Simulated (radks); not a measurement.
Effect of the nuclear size on the potassium ion K12+, [He] 2s2 2p3. All-electron calculation, Dirac Kohn-Sham, BLYP, spin-unpolarised, spherical densities, finite nucleus; open shells fill j = l - 1/2 first; Fermi nuclear charge, rms radius 3.4349 fm. Program: a radial shooting solver on a logarithmic mesh with Libxc functionals. The rms radius is varied about that value; shifts are against it.

rms radius (fm)  total energy shift (eV)  density at nucleus (e/bohr^3)  1s1/2 shift (meV)  2s1/2 shift (meV)  3s1/2 (empty) shift (meV)
2.8716                          -0.00717                           5255              -3.01             -0.281                     -0.066
3.3147                          -0.00163                           5237             -0.686             -0.064                     -0.015
3.4349                                 0                           5233              0.000              0.000                      0.000
3.6101                           0.00248                           5227               1.04              0.097                      0.023
4.012                            0.00864                           5214               3.63              0.338                      0.079

Slopes of the eigenvalues against <r^2> in GHz/fm^2, as finite differences over the two radii next to the reference (eigenvalue slopes, not the field-shift constants of lines): 1s1/2 204, 2s1/2 19.1, 3s1/2 (empty) 4.47.
